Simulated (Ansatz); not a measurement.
Compare A (`C=CCI`) with its isomer B (`C/C=C/I`).

Program: Ansatz. Geometries: PBE0-D4/def2-TZVP. ΔE: electronic, gas phase. CCSD(T)/CBS adds triple-zeta CCSD(T) − MP2 to the extrapolated MP2 energy (def2 sets, frozen cores). DFT in def2-TZVPP. B3LYP here is the variant with VWN-RPA as its local correlation; programs differ in this. def2 core potentials past Kr. For I outer-core shells are correlated without core-valence functions, which leaves a few kJ/mol of doubt a bond. One conformer a species, not always the lowest.

Which is lower in electronic energy at CCSD(T)/CBS, and by how much? (Estimate.)

Computed: A, by 0.7 kcal/mol.

Give E(B) − E(A) in kcal/mol with CCSD/def2-TZVPP, ωB97M-V, r2SCAN-D4, B3LYP-D4, B3LYP, B2PLYP, PBE0-D4. (Best estimate.)

The calculation gave: CCSD/def2-TZVPP 0.2, ωB97M-V 0.0, r2SCAN-D4 -0.1, B3LYP-D4 0.7, B3LYP 0.3, B2PLYP 0.2, PBE0-D4 -0.1. None reverses the order clearly.

Largest T1 diagnostic: 0.010.

In def2-TZVPP, CCSD(T) changes the Hartree–Fock value by −0.9 kcal/mol (the triples alone add −0.0 kcal/mol) and MP2 by −1.1 kcal/mol.
